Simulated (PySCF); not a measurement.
## Electron correlation in Br (bromine, neutral)

[Ar] 3d10 4s2 4p5, 2P determinant. Calculation: PySCF 2.14, in def2-TZVPPD; no relativity, point nucleus. Frozen: [Ne]; 25 electrons correlated.

```csv
level,correlation energy (mhartree)
CCSD,-316.86
(T),-8.56
CCSD(T),-325.42
```

Diagnostics: T1 = 0.0046, D1 = 0.0234, largest double amplitude 0.038.

Q: Is a single reference adequate?

A: Yes, within this model without spin-orbit coupling: T1 lies below 0.03 and no double amplitude reaches 0.07.

This basis was not built for core-valence correlation, so the inner-shell part is incomplete.
